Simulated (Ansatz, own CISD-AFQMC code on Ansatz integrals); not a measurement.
C2H4S, SMILES `[CH2]S[CH2]` (excited triplet) (charge 0, multiplicity 3). This triplet is an excited state, 1.11 eV above the relaxed singlet at the level frozen-core CCSD(T)/cc-pVTZ // B3LYP-D3(BJ)/def2-TZVP (Ansatz).

Cartesian coordinates (Å):
```xyz
7

C      1.3060     0.1120    -0.2429
S      0.1206    -1.0814     0.1777
C     -1.3073    -0.1005     0.2512
H      1.1806     1.1304     0.0981
H      2.2866    -0.2555    -0.5076
H     -2.1947    -0.5707     0.6488
H     -1.3917     0.7658    -0.3903
```
Charge 0, spin multiplicity 3.

Frozen-core correlation energies in cc-pVDZ at a geometry from B3LYP-D3(BJ)/def2-TZVP, on an HF energy of -475.50316 Ha (<S^2> = 2.03). Wave-function levels are from Ansatz, the walk from an own CISD-AFQMC code on Ansatz integrals (time step 0.005/Ha, trial state from CCSD amplitudes, largest double 0.02).

| level | correlation energy (mHa) |
|---|---|
| MP2 | -366.3 |
| CCSD | -412.9 |
| CCSD(T) | -425.1 |

Q: What correlation energy does phaseless AFQMC give, and where does it lie among these levels?

A: -426.9 ± 0.4 mHa (one standard error). AFQMC minus each level: MP2 -60.6 mHa, CCSD -14.0 mHa, CCSD(T) -1.8 mHa.
